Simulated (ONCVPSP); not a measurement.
**What one change does to a pseudopotential (cobalt (Co), ONCV)**

```json
{
  "Element": "cobalt (Co)",
  "Generator": "ONCVPSP 4.0.1",
  "Type": "optimised norm-conserving Vanderbilt (ONCV)",
  "Functional": "Wu-Cohen",
  "Relativity": "scalar-relativistic",
  "Frozen core": "[Ne]",
  "Valence charge": "17",
  "Reference configuration": "3s2 3p6 3d7 (charge +2)",
  "Partial waves": "3s: rc 1.05 bohr, ncon 5, nbas 9, qcut 14.8 1/bohr, 2 projectors, debl 0.9 Ha; 3p: rc 1.15 bohr, ncon 4, nbas 9, qcut 15 1/bohr, 2 projectors, debl 1.3 Ha; 3d: rc 1.25 bohr, ncon 3, nbas 8, qcut 11.2 1/bohr, 3 projectors, debl 1.7 Ha",
  "Local potential": "polynomial inside 0.75 bohr (lpopt 4, dvloc0 -1 Ha)",
  "Core correction": "Teter function, fcfact 5, rcfact 1.3"
}
```

In the s channel the program set the typed energies aside and used -4.455, 0.250 Ha. In the p channel the program set the typed energies aside and used -3.110, 0.250 Ha.

Change: s: qcut 10.8; p: qcut 10.9; d: qcut 8.2.

Cutoffs: the cutoffs (Ha) at which the residual kinetic energy of the hardest occupied pseudo-wave falls to 1 and 0.1 mHa per electron; they do not see the model core or the augmentation charge, which bear on the density cutoff. Errors are all-electron minus pseudo energies relative to the spin-unpolarised reference configuration.

**Question.** How do hardness, ghosts and transferability respond?

**Answer.** The potential gets harder (73 Ha and 85 Ha → 159 Ha and 284 Ha); a bound ghost appears in d, which as a rule spoils a file; of the 4 tests that both files solve, the error grows in 4 and shrinks in 0 by more than 15 % and 0.3 meV (median size 5.9 → 8.3 meV).

```tsv
quantity	base	changed
cutoff, loose	73 Ha	159 Ha
cutoff, tight	85 Ha	284 Ha
loose cutoff by channel	s 73 Ha, p 37 Ha, d 52 Ha	s 51 Ha, p 38 Ha, d 159 Ha
bound ghosts	none	d
GHOST(+) flags under 300 eV	none	none
error for 3s2 3p6 3d7 4s2, meV [ΔE -25.74 eV]	+8.3	+12
error for 3s2 3p6 3d7 4s1, meV [ΔE -16.68 eV]	+3.5	+4.6
error for 3s2 3p6 3d6, meV [ΔE 35.87 eV]	+29	+46
error for 3s2 3p6 3d7 4p2, meV [ΔE -16.67 eV]	+2.9	+4.2
s: phases at 1.06 bohr within 0.05 rad from the reference energy up to (Ha; the scan ends near 5)	to the end of the scan	to the end of the scan
p: phases at 1.16 bohr within 0.05 rad from the reference energy up to (Ha; the scan ends near 5)	to the end of the scan	to the end of the scan
d: phases at 1.27 bohr within 0.05 rad from the reference energy up to (Ha; the scan ends near 5)	to the end of the scan	to the end of the scan
rms error of d²Exc/dni dnj with the model core, mHa	1.64	0.97
```

 A true bound ghost makes a file unfit for plane-wave use even where its test errors are small: the radial tests pick states by their node count and pass the ghost by.
